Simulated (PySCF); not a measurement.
**Spinor energies of V¹⁸⁺ (vanadium, charge +18)**

Start: [He] 2s2 2p1; 2p3/2 filled at m_j = +3/2. Calculated with PySCF 2.14 in an uncontracted even-tempered set (17 s from 4.2 bohr⁻², ratio 2.4; 11 p from 5.4 bohr⁻², ratio 2.4; 5 d from 19 bohr⁻², ratio 2.6; 4 f from 29 bohr⁻², ratio 2.6): generalised Hartree-Fock with the X2C-1e Hamiltonian and a Gaussian nucleus; one run each with spin-orbit coupling (SO) screened by Boettger's factors, then bare. This is a chosen level, not necessarily the ground level.

```csv
spinor shell,electrons,"ε, screened SO (eV)","ε, bare SO (eV)",weight of nominal j (bare SO),"rms radius, bare SO (bohr)"
1s1/2,2,-6489.2,-6489.2,1.000,0.0760
2s1/2,2,-1396.8,-1396.8,1.000,0.304
2p3/2,1,-1348.1,-1347.9,1.000,0.266
```

| quantity | screened SO | bare SO |
| --- | --- | --- |
| E (hartree) | -679.91094 | -679.90076 |
| M_J | 3/2 | 3/2 |
| ⟨J²⟩ | 3.750 | 3.750 |
| ⟨L²⟩ | 2.000 | 2.000 |
| ⟨S²⟩ | 0.750 | 0.750 |

Each row is a mean over spinors that exchange with the open shell spreads, by up to 17.793 eV (2s1/2).
